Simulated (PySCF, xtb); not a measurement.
Ga(Cl)3 cation (Cl₃Ga), SMILES [Cl][Ga]([Cl])[Cl] (connectivity only; charge and spin as stated), charge +1, multiplicity 2.

Harmonic wavenumbers (cm⁻¹) from GFN2-xTB in xtb at its own minimum, in rising order: 57, 57, 124, 288, 330, 331.

Q: What does PBE-D3(BJ)/def2-SVP in PySCF 2.14.0 give at its own minimum? (The exact figures need the calculation; the answer reports its results.)

A: 83, 104, 136, 308, 348, 513. Paired by order, the mean absolute difference is 51 cm⁻¹ and the zero-point energies are 1.7 and 2.1 kcal/mol.
